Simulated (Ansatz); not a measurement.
CH4BNO (SMILES BC(=N)O), singlet: a trajectory.

in.yaml

```yaml
crystal:
  periodic: [false, false, false]
  atoms:
    - {symbol: B, position_ang: [-0.656590, 1.184980, -0.360180]}
    - {symbol: C, position_ang: [0.109270, -0.125530, 0.060850]}
    - {symbol: N, position_ang: [1.219660, -0.053270, 0.662130]}
    - {symbol: O, position_ang: [-0.499890, -1.294410, -0.268360]}
    - {symbol: H, position_ang: [-1.675510, 1.086780, -0.915260]}
    - {symbol: H, position_ang: [-0.175080, 2.209850, -0.099030]}
    - {symbol: H, position_ang: [1.656030, -0.946580, 0.904010]}
    - {symbol: H, position_ang: [0.022120, -2.061810, 0.015850]}
basis:
  gaussian: {orbitals: def2-SVP}
hamiltonian: {xc: pbe0, dispersion: d4}
md: {n_steps: 30, timestep: -0.5, temperature: 1000, ensemble: nvt_langevin, seed: 79, friction: 0.05, initial_velocities: maxwell_boltzmann}
```

Command:

```bash
ansatz run in.yaml --threads 2 --pin off --events-out ev --progress --plain --max-ram 3481MiB
```

The run's output (Ansatz 0.2.0):

```
Error: invalid value for `md.timestep`: must be finite and > 0; got -0.5 fs
```

Hardware: 2 CPU threads of an Arm Neoverse V2, shared host. Wall time about 0.05 s.


The program refused the input. A timestep must be positive.